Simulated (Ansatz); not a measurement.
A structure relaxed at PBE0-D4/def2-SVP in Ansatz, charge 0, singlet:

```xyz
5

Sn   -0.5409    0.8295   -1.9351
Sn   -1.0566    0.0744    1.1459
Sn    0.5473   -1.9680   -0.7474
Se    1.2425   -1.3040    1.5476
Se   -0.1922    2.3680   -0.0111
```

**Question.** Give its formula and point group.

**Answer.** the cluster Sn3Se2. Point group Cs (tolerance 0.1 Å).

**Question.** Summarise the bond lengths by kind (pairs closer than 1.2 times the sum of covalent radii, bridged metal pairs left out).

**Answer.** 4 × Se–Sn 2.49 to 2.71 Å; 1 × Sn–Sn 3.23 Å.

In the def2 sets Sn takes a core potential; there is no spin–orbit coupling. The restricted singlet is unstable towards broken spin symmetry in Hartree–Fock (as tested in another run); at PBE0-D4/def2-SVP this wasn't settled. Another isomer (singlet) lies 1.00 eV lower at PBE0-D4/def2-TZVP; other spin states weren't run for this one.
